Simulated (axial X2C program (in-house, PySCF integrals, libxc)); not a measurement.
Worked dissociation energy of HfSi⁻: PBE, without spin–orbit coupling

All values were computed with an axial X2C code built on PySCF integrals. Spin-free means the one-electron spin-free X2C Hamiltonian. Basis: Hf dyall-acv3z [14s15p10d7f4g], Si dyall-av3z [9s8p3d2f] (cores contracted in-house); Gaussian nuclei, density fitting, unrestricted open shells. Masses: Hf 179.947 u, Si 27.977 u.

Molecular state: M_S = 1/2, Λ = 0 (beyond evenly filled blocks: σα).

* E(Hf) (2M_S = 2, M_L = 0): -15078.772412 hartree
* E(Si-) (2M_S = 3, M_L = 0): -289.899763 hartree
* E(HfSi⁻) at Re: -15368.795698 hartree
* ωe: 410.0 cm⁻¹

Work out De and D0.

De = -15078.772412 + (-289.899763) − (-15368.795698) = 0.12352 hartree = 3.361 eV. The zero-point energy is ωe/2 = 205 cm⁻¹ = 0.025 eV, so D0 = 3.336 eV.

The state is one determinant whose occupation by symmetry is held fixed; it was picked as the lowest of a PBE0 search that is not exhaustive. De is counted from the lowest determinant-based energies of the atoms at the same level, without counterpoise correction. Other states lie close and PBE0, whose exact exchange favours high spin, may order them wrongly; the determinant shown need not be the ground state. The nearest other spin-free determinant of the search, M_S = 1/2, Λ = 1, lies 0.40 eV up at the distance of the search. The highest occupied level of some functionals is positive through self-interaction error; at Hartree–Fock it is bound. The determinant is spin-polarised beyond a pure state at some levels (its spin-free form has ⟨S²⟩ too high), which makes Re and μ there less reliable.

Each atomic determinant is the lowest at this level and need not be a pure term. Totals compare only within one Hamiltonian and basis.
